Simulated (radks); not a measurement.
Yb12+, 58 electrons, occupied as [Kr] 4d10 4f10 5s2. All-electron calculation, Dirac Kohn-Sham, relativistic LDA (MacDonald-Vosko exchange, VWN5 correlation), spin-unpolarised, spherical densities, finite nucleus; open shells fill j = l - 1/2 first; Fermi nuclear charge, rms radius 5.3108 fm. Program: a radial shooting solver on a logarithmic mesh with Libxc functionals.

Normalised radial functions P(r) = r R(r) (large component), r in bohr:

r            4p1/2    4p3/2   4f7/2
0.0008225   0.0099   0.0016  0.0000
0.001227    0.0153   0.0034  0.0000
0.001831    0.0242   0.0071  0.0000
0.002731    0.0395   0.0149  0.0000
0.004074    0.0657   0.0308  0.0000
0.006078    0.1109   0.0623  0.0000
0.009067    0.1865   0.1212  0.0000
0.01353     0.3051   0.2235  0.0002
0.02018     0.4664   0.3785  0.0008
0.03035     0.6272   0.5620  0.0033
0.04527     0.6400   0.6455  0.0128
0.06753     0.2943   0.4089  0.0451
0.1007     -0.4405  -0.2652  0.1391
0.1503     -0.9669  -0.9066  0.3593
0.2242     -0.3301  -0.5107  0.7407
0.3345      1.1419   0.9112  1.1534
0.499       1.6187   1.6089  1.2897
0.7444      0.8178   0.9315  1.0074
1.111       0.1571   0.2081  0.5126
1.67        0.0080   0.0129  0.1310
2.491       0.0001   0.0001  0.0119

4p1/2: eigenvalue -610.93 eV, 2 radial nodes at r = 0.0806, 0.246 bohr, <r> = 0.492 bohr, 90 % of the charge inside 0.716 bohr. 4p3/2: eigenvalue -559.88 eV, 2 radial nodes at r = 0.0880, 0.262 bohr, <r> = 0.523 bohr, 90 % of the charge inside 0.759 bohr. 4f7/2: eigenvalue -233.30 eV, 0 radial nodes, <r> = 0.613 bohr, 90 % of the charge inside 0.983 bohr.
